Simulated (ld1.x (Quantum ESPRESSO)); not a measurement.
**Reading a pseudo-wave (Al)**

Columns: radius, all-electron u(r) and pseudo u(r) of the 3p shell (level -9.05 eV) of aluminium in the configuration [Ne] 3s2 3p0; PBE, scalar-relativistic, TM semilocal scheme, ld1.x (Quantum ESPRESSO) 7.5.

```json
{"r (bohr)": "0.110", "all-electron": "0.1008", "pseudo": "-0.0034"}
{"r (bohr)": "0.220", "all-electron": "0.2124", "pseudo": "-0.0135"}
{"r (bohr)": "0.330", "all-electron": "0.2571", "pseudo": "-0.0301"}
{"r (bohr)": "0.440", "all-electron": "0.2427", "pseudo": "-0.0530"}
{"r (bohr)": "0.550", "all-electron": "0.1899", "pseudo": "-0.0815"}
{"r (bohr)": "0.660", "all-electron": "0.1158", "pseudo": "-0.1152"}
{"r (bohr)": "0.770", "all-electron": "0.0321", "pseudo": "-0.1533"}
{"r (bohr)": "0.880", "all-electron": "-0.0537", "pseudo": "-0.1951"}
{"r (bohr)": "0.990", "all-electron": "-0.1371", "pseudo": "-0.2397"}
{"r (bohr)": "1.100", "all-electron": "-0.2155", "pseudo": "-0.2860"}
{"r (bohr)": "1.210", "all-electron": "-0.2873", "pseudo": "-0.3329"}
{"r (bohr)": "1.320", "all-electron": "-0.3518", "pseudo": "-0.3794"}
{"r (bohr)": "1.430", "all-electron": "-0.4088", "pseudo": "-0.4243"}
{"r (bohr)": "1.540", "all-electron": "-0.4585", "pseudo": "-0.4664"}
{"r (bohr)": "1.650", "all-electron": "-0.5011", "pseudo": "-0.5047"}
{"r (bohr)": "1.760", "all-electron": "-0.5369", "pseudo": "-0.5382"}
{"r (bohr)": "1.870", "all-electron": "-0.5660", "pseudo": "-0.5663"}
{"r (bohr)": "1.980", "all-electron": "-0.5887", "pseudo": "-0.5887"}
{"r (bohr)": "2.090", "all-electron": "-0.6053", "pseudo": "-0.6053"}
{"r (bohr)": "2.200", "all-electron": "-0.6163", "pseudo": "-0.6163"}
{"r (bohr)": "2.310", "all-electron": "-0.6222", "pseudo": "-0.6222"}
{"r (bohr)": "2.420", "all-electron": "-0.6236", "pseudo": "-0.6236"}
{"r (bohr)": "2.530", "all-electron": "-0.6208", "pseudo": "-0.6208"}
{"r (bohr)": "2.640", "all-electron": "-0.6146", "pseudo": "-0.6146"}
{"r (bohr)": "2.750", "all-electron": "-0.6054", "pseudo": "-0.6054"}
{"r (bohr)": "2.860", "all-electron": "-0.5936", "pseudo": "-0.5936"}
```

Question: How many radial nodes do the two functions have?

Answer: The all-electron 3p function has n − l − 1 = 1; the pseudo-wave has 0, since the states of the same l below it are removed with the core.

Question: At about which radius was the pseudo-wave matched?

Answer: 2.20 bohr. The columns agree to 0.0005 from 1.87 bohr on; several derivatives are matched, so the curves merge somewhat inside the radius.

Question: Is the pseudo-wave norm-conserving?

Answer: Yes: the TM semilocal scheme keeps the norm inside the radius equal to the all-electron one, which fixes the energy derivative of the logarithmic derivative at the level.
